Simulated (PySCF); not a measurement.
## Calculated data, CH₅BGeO, CH₆BGeN, AlBGeH₅O, CH₅ClGeN and others

All values are calculated (PySCF 2.14.0). Calculation on a computer-drawn molecule: optimised geometry and harmonic frequencies of an isolated molecule of the commonest isotopes, restricted reference for singlets and unrestricted otherwise, frozen core in MP2; on germanium a core potential holds 10 electrons, which the energies leave out, and 3d is frozen in MP2 and coupled-cluster steps.

Common to all runs: charge 0; basis and core potential on germanium cc-pVDZ-PP ECP10MDF.

(1) CH₅BGeO

Start structure:
```xyz
9
CH5BGeO
C     -1.8204     0.0151    -1.1092
O     -2.3889     0.8260    -0.1238
B     -2.6351     0.5602     1.1473
Ge    -2.3002    -1.3976     2.0587
H     -2.5484     0.0045    -1.9773
H     -0.9035     0.4577    -1.4827
H     -1.6583    -0.9698    -0.7436
H     -3.0946     1.3763     1.7647
H     -3.8207    -1.8546     1.5151
```

Settings of this run: multiplicity 1, method HF and basis cc-pVDZ.

The calculation gives: rotational constants 13.48, 2.017, 1.806 GHz; total energy -433.6903 hartree; convergence status largest gradient component 1.017e-05 hartree/bohr.

Drawn bonds:
```tsv
atom	other atom	order
1	2	1
2	3	1
3	4	1
1	5	1
1	6	1
1	7	1
3	8	1
4	9	1
```

Optimised structure:
```xyz
9
CH5BGeO
C     -1.7911     0.0508    -1.1298
O     -2.2730     0.8946    -0.1187
B     -2.6283     0.4842     1.1104
Ge    -2.4742    -1.4561     1.9823
H     -2.6034    -0.2250    -1.8031
H     -1.0321     0.5878    -1.6961
H     -1.3418    -0.8584    -0.7200
H     -3.0577     1.3511     1.8384
H     -3.9685    -1.8112     1.5858
```

Modes:
```tsv
frequency (cm⁻¹)	reduced mass (dalton)
46.97	1.066
117.7	3.3
217.7	1.203
286.5	2.468
393.9	5.996
493.8	1.971
533.5	1.291
883.3	1.428
1003	2.244
1198	1.71
1269	1.408
1284	1.382
1426	5.561
1588	1.051
1605	1.183
1609	1.06
1989	1.021
2617	1.089
3171	1.039
3254	1.099
3289	1.106
```

(2) CH₆BGeN

Start structure:
```xyz
10
CH6BGeN
B      0.1502     2.7136    -0.4490
N     -0.0107     1.3687    -0.9145
Ge     0.2639     0.7307    -2.6878
C     -0.3100    -1.1828    -2.1469
H      0.5199     3.5212    -1.2399
H      0.0033     3.0497     0.6746
H     -0.3397     0.7180    -0.2434
H      0.3342    -1.5699    -1.3650
H     -0.2420    -1.8384    -3.0567
H     -1.3745    -1.1263    -1.7770
```

Settings of this run: multiplicity 1, method HF and basis cc-pVDZ.

Results for CH₆BGeN: rotational constants 10.97, 3.065, 2.432 GHz; total energy -413.9086 hartree; convergence status largest gradient component 2.719e-05 hartree/bohr.

Drawn bonds:
```tsv
atom	other atom	order
1	2	1
2	3	1
3	4	1
1	5	1
1	6	1
2	7	1
4	8	1
4	9	1
4	10	1
```

Optimised structure:
```xyz
10
CH6BGeN
B      0.1804     2.7179    -0.4793
N     -0.0357     1.3799    -0.8644
Ge     0.2179     0.7211    -2.5921
C     -0.3125    -1.1694    -2.1876
H      0.5551     3.5139    -1.2999
H     -0.0074     3.0630     0.6591
H     -0.3482     0.7530    -0.1436
H      0.3266    -1.5855    -1.4001
H     -0.2343    -1.8072    -3.0707
H     -1.3474    -1.2023    -1.8270
```

Modes:
```tsv
frequency (cm⁻¹)	reduced mass (dalton)
82.19	1.055
125.8	2.681
178.9	2.738
316.5	3.261
344.2	1.157
555.5	4.055
605.6	3.914
648.9	1.167
811.5	1.262
881.1	1.101
999.9	1.311
1104	1.368
1214	1.624
1340	1.233
1350	1.251
1444	2.208
1541	1.054
1554	1.059
2648	1.054
2711	1.129
3145	1.035
3222	1.1
3258	1.101
3773	1.076
```

(3) AlBGeH₅O

Start structure:
```xyz
9
AlBGeH5O
O      1.0481    -1.9445    -0.5875
Ge     0.1280    -0.8378    -1.6870
B      0.8321     0.9418    -2.0789
Al    -0.1857     2.0793    -3.4188
H      0.7384    -2.7956    -0.4907
H     -1.0876    -1.7365    -2.2853
H      1.8530     1.0587    -1.4247
H      0.0585     2.2302    -4.9717
H     -1.4066     2.9615    -3.0203
```

Here we set multiplicity 2, method HF and basis cc-pV(D+d)Z.

It finds rotational constants 19.34, 1.317, 1.233 GHz; total energy -637.7076 hartree; spin squared 0.7569; convergence status largest gradient component 1.555e-05 hartree/bohr.

Drawn bonds:
```tsv
atom	other atom	order
1	2	1
2	3	1
3	4	1
1	5	1
2	6	1
3	7	1
4	8	1
4	9	1
```

Optimised structure:
```xyz
9
AlBGeH5O
O      1.0215    -2.0384    -0.6040
Ge     0.1735    -0.8484    -1.5970
B      0.9953     0.7947    -2.3016
Al    -0.2124     2.0922    -3.4816
H      0.5156    -2.7893    -0.3283
H     -1.2585    -1.3698    -1.7663
H      2.1471     0.9445    -2.0045
H      0.3301     3.4454    -4.1081
H     -1.7340     1.7261    -3.7736
```

Modes:
```tsv
frequency (cm⁻¹)	reduced mass (dalton)
70.08	2.749
93.59	4.406
106.6	1.318
194.5	5.887
280.9	1.192
404.7	1.187
428.6	1.63
570.9	1.08
597.3	2.664
649	1.275
708.5	2.839
752.5	4.383
797.5	1.33
857.3	1.067
941.2	1.221
973.5	1.228
1936	1.047
1961	1.036
2222	1.021
2719	1.092
4156	1.067
```

(4) CH₅ClGeN

Start structure:
```xyz
9
CH5ClGeN
C      0.4565     2.1800     1.3965
Ge     1.0868     1.1035     3.0919
N      1.9686    -0.3192     2.2935
Cl    -0.6557     0.0458     3.8277
H     -0.0738     1.4303     0.8394
H     -0.2287     2.9833     1.7568
H      1.2603     2.5173     0.9592
H      2.0268    -1.1512     2.8448
H      2.9082    -0.1895     1.9044
```

It was run with multiplicity 2, method HF and basis cc-pV(D+d)Z.

It finds rotational constants 5.055, 2.805, 2.073 GHz; total energy -848.1550 hartree; spin squared 0.7608; convergence status largest gradient component 2.835e-05 hartree/bohr.

Drawn bonds:
```tsv
atom	other atom	order
1	2	1
2	3	1
2	4	1
1	5	1
1	6	1
1	7	1
3	8	1
3	9	1
```

Optimised structure:
```xyz
9
CH5ClGeN
C      0.4336     2.1451     1.4517
Ge     1.0498     1.0314     2.9483
N      2.0030    -0.3962     2.2901
Cl    -0.7190     0.1014     3.8665
H     -0.1329     1.5137     0.7650
H     -0.2021     2.9497     1.8205
H      1.2916     2.5735     0.9298
H      2.1223    -1.1565     2.9383
H      2.9027    -0.1618     1.9038
```

Modes:
```tsv
frequency (cm⁻¹)	reduced mass (dalton)
116.8	1.033
143.6	1.429
161.3	3.708
215.4	3.915
236.9	1.942
395.1	29.73
586.9	3.7
611.9	1.698
706.2	2.858
832	1.228
839.9	1.203
933.4	1.177
1351	1.213
1545	1.054
1550	1.055
1690	1.098
3183	1.031
3281	1.104
3297	1.105
3727	1.051
3823	1.094
```

(5) BCl₂GeH

Start structure:
```xyz
5
BCl2GeH
Cl    -2.2595    -3.9313     0.2222
B     -1.4967    -2.3386     0.3154
Ge    -1.2659    -1.2535    -1.5128
Cl     0.8590    -1.9241    -1.6450
H     -1.1443    -1.9740     1.3971
```

Here we set multiplicity 1, method MP2 and basis cc-pV(D+d)Z.

It finds rotational constants 4.003, 1.507, 1.165 GHz; total energy -1238.1290 hartree; convergence status largest gradient component 7.377e-06 hartree/bohr.

Drawn bonds:
```tsv
atom	other atom	order
1	2	1
2	3	1
3	4	1
2	5	1
```

Optimised structure:
```xyz
5
BCl2GeH
Cl    -2.1931    -3.9249     0.1779
B     -1.4924    -2.3149     0.2890
Ge    -1.3107    -1.2185    -1.5297
Cl     0.7795    -1.9980    -1.5308
H     -1.0906    -1.9652     1.3705
```

Modes:
```tsv
frequency (cm⁻¹)	reduced mass (dalton)
58.4	31.4
108.7	20.57
135.9	2.771
386.7	33.07
482.4	4.73
713.3	1.52
848.6	3.66
1032	1.432
2672	1.093
```

(6) CH₄GeOSi

Start structure:
```xyz
8
CH4GeOSi
C      0.5984    -1.0164    -1.6414
Ge     0.5523     1.0507    -1.6655
O      1.8600     1.7371    -2.2402
Si    -1.1374     2.7440    -1.4575
H      0.3925    -1.3448    -0.6213
H     -0.2457    -1.3543    -2.2683
H      1.4764    -1.3905    -2.0695
H     -0.9185     2.9039     0.0296
```

Settings of this run: multiplicity 1, method HF and basis cc-pV(D+d)Z.

Results for CH₄GeOSi: rotational constants 6.147, 2.627, 1.893 GHz; total energy -697.2786 hartree; convergence status largest gradient component 1.031e-05 hartree/bohr.

Drawn bonds:
```tsv
atom	other atom	order
1	2	1
2	3	2
2	4	1
1	5	1
1	6	1
1	7	1
4	8	1
```

Optimised structure:
```xyz
8
CH4GeOSi
C      0.5105    -0.8816    -1.6310
Ge     0.6642     1.0582    -1.8428
O      2.0487     1.7425    -2.3609
Si    -1.2413     2.5368    -1.3916
H      0.2426    -1.1291    -0.6009
H     -0.2705    -1.2691    -2.2902
H      1.4646    -1.3449    -1.8833
H     -0.8407     2.6169     0.0666
```

Modes:
```tsv
frequency (cm⁻¹)	reduced mass (dalton)
64.99	1.036
88.81	5.803
155.7	3.077
211.4	1.421
220.9	3.705
332.7	10.93
601.7	3.848
646.5	1.117
792.9	1.214
846.4	1.266
1030	18.08
1359	1.226
1545	1.051
1552	1.056
2155	1.042
3173	1.033
3260	1.102
3295	1.105
```
